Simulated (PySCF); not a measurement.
# Re(BH4)4: one run

Re(BH4)4 (doublet). PySCF 2.14.0, UKS r2SCAN, Re def2-SVP with ECP60, B def2-SVP, H def2-SVP; non-relativistic Hamiltonian with scalar-relativistic core potentials where named; density fitting; no spin-orbit coupling. Purpose: one electron added, vertical, doublet.

```python
mol = gto.M(atom='''
Re     0.00000    -0.00000    -0.05308
B      1.43885     1.43885     1.04511
H      1.65053     1.65053     2.23044
H      0.58065     0.58065     1.56574
H      2.38683     0.88280     0.51618
H      0.88280     2.38683     0.51618
B     -1.43885    -1.43885     1.04511
H     -1.65053    -1.65053     2.23044
H     -0.58065    -0.58065     1.56574
H     -2.38683    -0.88280     0.51618
H     -0.88280    -2.38683     0.51618
B      1.25659    -1.25659    -1.22566
H      1.94937    -1.94937    -1.91640
H      1.33760    -1.33760     0.08392
H      0.03567    -1.53883    -1.39453
H      1.53883    -0.03567    -1.39453
B     -1.25659     1.25659    -1.22566
H     -1.94937     1.94937    -1.91640
H     -1.33760     1.33760     0.08392
H     -0.03567     1.53883    -1.39453
H     -1.53883     0.03567    -1.39453''',
    basis={'Re': 'def2-SVP', 'B': 'def2-SVP', 'H': 'def2-SVP'},
    ecp={'Re': 'def2-SVP'},
    charge=0, spin=1)
mf = dft.UKS(mol, xc='R2SCAN')
mf.grids.atom_grid = (50, 194)
mf = mf.density_fit()  # fitting sets: Re def2-universal-JKFIT, B def2-universal-JKFIT, H def2-universal-JKFIT
mf.conv_tol = 1e-08; mf.max_cycle = 55
mf.kernel(dm0)  # dm0: converged density of the relaxed state
```

Run from Python with OMP_NUM_THREADS=4; the lines above give its settings. Where DIIS fails, smearing, a level shift and second-order steps follow.
It took 14 s on 4 threads of Intel(R) Xeon(R) 6975P-C (Granite Rapids), with other jobs on the host, from an already converged density.

(1) Where do the frontier levels lie, over both spins?

(2) What are the Mulliken charges and spins?

(3) How does its energy compare with the relaxed triplet of charge +1 in vacuum?

Open shells may have lower solutions than the one found.

## Answers

(1) HOMO -5.37 eV, LUMO -5.10 eV. 

(2) 
| atom | charge (e) | spin (e) |
| --- | --- | --- |
| Re1 | 0.420 | 0.901 |
| B2 | -0.342 | -0.023 |
| H3 | -0.003 | -0.014 |
| H4 | 0.076 | -0.010 |
| H5 | 0.024 | 0.023 |
| H6 | 0.024 | 0.023 |
| B7 | -0.342 | -0.023 |
| H8 | -0.003 | -0.014 |
| H9 | 0.076 | -0.010 |
| H10 | 0.024 | 0.023 |
| H11 | 0.024 | 0.023 |
| B12 | -0.368 | 0.027 |
| H13 | 0.068 | -0.017 |
| H14 | 0.109 | -0.009 |
| H15 | 0.101 | 0.025 |
| H16 | 0.101 | 0.025 |
| B17 | -0.368 | 0.027 |
| H18 | 0.068 | -0.017 |
| H19 | 0.109 | -0.009 |
| H20 | 0.101 | 0.025 |
| H21 | 0.101 | 0.025 |

(3) It lies 7.763 eV lower.
